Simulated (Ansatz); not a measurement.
Mulliken charges of CH$_{5}$BO$_{2}$, SMILES `BC(O)O` from PBE/def2-TZVPP in Ansatz (PBE0-D4/def2-TZVP geometry).

```json
{"atom": "B1", "x (Å)": "0.649", "y (Å)": "0.597", "z (Å)": "-0.703", "charge (e)": "-0.187"}
{"atom": "C2", "x (Å)": "-0.512", "y (Å)": "0.101", "z (Å)": "0.188", "charge (e)": "0.084"}
{"atom": "O3", "x (Å)": "0.683", "y (Å)": "-0.896", "z (Å)": "0.020", "charge (e)": "-0.151"}
{"atom": "O4", "x (Å)": "-0.634", "y (Å)": "0.481", "z (Å)": "1.475", "charge (e)": "-0.219"}
{"atom": "H5", "x (Å)": "0.540", "y (Å)": "0.493", "z (Å)": "-1.892", "charge (e)": "-0.013"}
{"atom": "H6", "x (Å)": "1.486", "y (Å)": "1.294", "z (Å)": "-0.218", "charge (e)": "-0.008"}
{"atom": "H7", "x (Å)": "-1.390", "y (Å)": "-0.400", "z (Å)": "-0.223", "charge (e)": "0.100"}
{"atom": "H8", "x (Å)": "0.446", "y (Å)": "-1.570", "z (Å)": "-0.627", "charge (e)": "0.208"}
{"atom": "H9", "x (Å)": "-1.178", "y (Å)": "-0.146", "z (Å)": "1.964", "charge (e)": "0.186"}
```

Problem. By hand: the dipole of these point charges (1 e Å = 4.8032 D).

Solution. Σ q r = (-0.413, -0.484, 0.060) e Å, of length 0.639 e Å = 3.07 D.

Problem. How does the dipole of the full density compare? (Estimate.)

Solution. Ansatz gave: (-0.516, -0.653, 0.066) e Å, 4.01 D; the point charges give 0.77 times that, at 2° from its direction.

Point charges leave out the atoms' own dipoles, such as those of lone pairs, and Mulliken's split depends on the basis, so the two needn't agree.
